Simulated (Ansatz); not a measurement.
Total energies of (BeTe)6 ring (Be₆Te₆) from Ansatz at PBE0-D4/def2-TZVP, gas phase (1 Eh = 27.2114 eV = 2625.5 kJ/mol). The reference geometry is relaxed at r2SCAN-D4/def2-SVP.

```xyz
12

Be    0.876   -1.500   -1.839
Te    1.751   -2.743   -0.198
Be    2.459   -0.640    0.185
Te    3.391    1.380    0.491
Be    1.285    2.142    0.322
Te   -0.739    3.132    0.299
Be   -0.878    1.508    1.831
Te   -0.914   -0.321    3.117
Be   -2.046   -0.864    1.248
Te   -3.383   -1.399   -0.475
Be   -1.695   -0.642   -1.747
Te   -0.107   -0.054   -3.234
```

| state | geometry | energy (Eh) |
| --- | --- | --- |
| charge 0 singlet | reference | -1697.04356 |
| charge 1 doublet | reference | -1696.75221 |
| charge 1 doublet | relaxed at r2SCAN-D4/def2-SVP | -1696.87939 |
| free Be atom (singlet) | – | -14.63549 |
| free Te atom (triplet) | – | -267.99464 |

In the def2 sets Te takes a core potential; there is no spin–orbit coupling. Single mean-field runs in def2-TZVP are fitted with def2-universal-jkfit.

(1) Work out the vertical ionisation energy to the doublet.

(2) How much does the charge 1 doublet relax, and what is the adiabatic ionisation energy?

(3) What is the binding energy per atom against free atoms?

(1) E(charge 1 doublet) − E(charge 0 singlet) = -1696.75221 − (-1697.04356) = 0.29135 Eh = 7.93 eV. For comparison, −ε of the highest occupied level is 6.71 eV at this level, 1.22 eV less.

(2) Relaxation: -1696.75221 − (-1696.87939) = 0.12718 Eh = 3.46 eV. Adiabatic ionisation energy: 0.16417 Eh = 4.47 eV, without zero-point energy. Bonds change on the way (0 lost, 6 formed), so the relaxed form is another species. 

(3) Atoms: 6 × (-14.63549) + 6 × (-267.99464) = -1695.78078 Eh. Binding: -1695.78078 − (-1697.04356) = 1.26278 Eh = 34.36 eV, or 2.86 eV for each of 12 atoms (no zero-point energy, no counterpoise term).
